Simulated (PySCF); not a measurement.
Spin–spin coupling constants

Bonds (- single, = double, # triple, : aromatic): F1-C2 1.331 Å, C2-F3 1.324 Å, C2-C4 1.559 Å, C4-F5 1.324 Å, C4-F6 1.331 Å, C4-C7 1.559 Å, C7-F8 1.324 Å, C7-F9 1.332 Å, C7-C10 1.559 Å, C10-F11 1.324 Å, C10-F12 1.331 Å, C10-C2 1.558 Å.

Couplings: B3LYP/pcJ-1 in PySCF 2.14.0 with density-fitted response routines, geometry PBE0-D3(BJ)/def2-SVP; gas phase, one conformer, non-relativistic. Couplings are averaged over pairs made equivalent by symmetry, fast rotation or ring inversion, so a value needn't be that of the named pair in this geometry, while other rotamers aren't included; one pair stands for each set, and the list holds those of at least 0.8 Hz over up to four bonds, among pairs with at least one F atom (others weren't computed). One-bond C–F couplings come out tens of Hz too large with common functionals.

Isotopes: $^{19}$F, $^{13}$C.

```csv
pair,bonds,J (Hz)
"F1, C2",1,-359.0
"F1, F3",2,201.5
"F1, C4",2,25.6
"F1, F6",3,-6.1
"F1, C7",3,?
"F1, F8",4,?
"F1, F9",4,-8.9
```

Estimate the withheld couplings, with signs.

Results:


- $^{3}J$(F1,C7) = 12.7 Hz (mean over equivalent pairs that range from 5.7 to 19.7 Hz in this conformer)
- $^{4}J$(F1,F8) = 8.9 Hz
